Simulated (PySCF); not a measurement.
C₅H₈O₄.
SMILES with atom numbers: `[O:1]=[C:2]([OH:3])[CH:4]1[O:5][CH2:6][CH2:7][CH2:8][O:9]1` (hydrogens: H10 on O3; H11 on C4; H12, H13 on C6; H14, H15 on C7; H16, H17 on C8)

Geometry (GFN2-xTB, Å), atoms numbered from 1 in this order:
```xyz
17
C5H8O4 angstrom
O      2.1699   -0.6746   -0.8761
C      1.7754    0.3528   -0.3984
O      2.5062    1.1108    0.4153
C      0.3927    0.9970   -0.6533
O     -0.2385    1.3262    0.5510
C     -0.6750    0.1750    1.2565
C     -1.6167   -0.6527    0.3830
C     -0.8836   -0.9623   -0.9222
O     -0.3956    0.2378   -1.5123
H      3.3830    0.7162    0.5600
H      0.5745    1.9505   -1.1681
H     -1.1740    0.5548    2.1490
H      0.1907   -0.4342    1.5587
H     -2.5100   -0.0650    0.1666
H     -1.9019   -1.5726    0.8905
H     -0.0530   -1.6545   -0.7406
H     -1.5512   -1.3931   -1.6697
```

The closed-shell SCF was solved with PySCF and density fitting under several settings on one GFN2-xTB geometry (grid level 2 and gas phase unless stated).

```json
{"settings": "PBE0/pcSseg-1", "basis functions": "193", "SCF cycles": "14", "E (Eh)": "-495.6442", "HOMO (eV)": "-7.59", "LUMO (eV)": "-0.19", "dipole (D)": "2.02"}
{"settings": "PBE0/def2-SVPD", "basis functions": "256", "SCF cycles": "14", "E (Eh)": "-495.3645", "HOMO (eV)": "-7.69", "LUMO (eV)": "-0.46", "dipole (D)": "2.00"}
{"settings": "PW91/cc-pVDZ", "basis functions": "166", "SCF cycles": "15", "E (Eh)": "-496.0935", "HOMO (eV)": "-5.70", "LUMO (eV)": "-1.01", "dipole (D)": "1.72"}
```

Problem. Estimate the rows for these settings: (1) HF/3-21G; (2) PBE0/3-21G, energy threshold 1e-08 Eh, start guess huckel; (3) wB97X-D/6-31G-J.

Solution. 
```tsv
settings	basis functions	SCF cycles	E (Eh)	HOMO (eV)	LUMO (eV)	dipole (D)
HF/3-21G	97	11	-490.6915	-11.13	4.52	2.37
PBE0/3-21G, energy threshold 1e-08 Eh, start guess huckel	97	15	-492.9506	-6.98	0.29	2.11
wB97X-D/6-31G-J	140	15	-495.9836	-9.40	1.52	2.41
```

Problem. Over all rows, what range does the HOMO–LUMO gap span?

Solution. From 4.69 eV (PW91/cc-pVDZ) to 15.65 eV (HF/3-21G). The functional of the narrowest has no exact exchange, that of the widest 100 % exact exchange.

Problem. And the dipole moment?

Solution. From 1.72 D (PW91/cc-pVDZ) to 2.41 D (wB97X-D/6-31G-J); the largest is 1.40 times the smallest, and the median is 2.06 D.

Problem. Compare two rows with the functional PBE0: PBE0/pcSseg-1 and PBE0/def2-SVPD. Which energy is lower, and by how much?

Solution. PBE0/pcSseg-1 (193 functions) lies 0.2797 Eh or 176 kcal/mol below PBE0/def2-SVPD (256 functions). The smaller set gives the lower energy; the two sets aren't nested, so the variational bound doesn't order them by size.

wB97X-D ran without the empirical dispersion term, which would shift the total energy alone. Cycle counts include a coarse-grid stage where the run had one.

One conformer stands for the species.
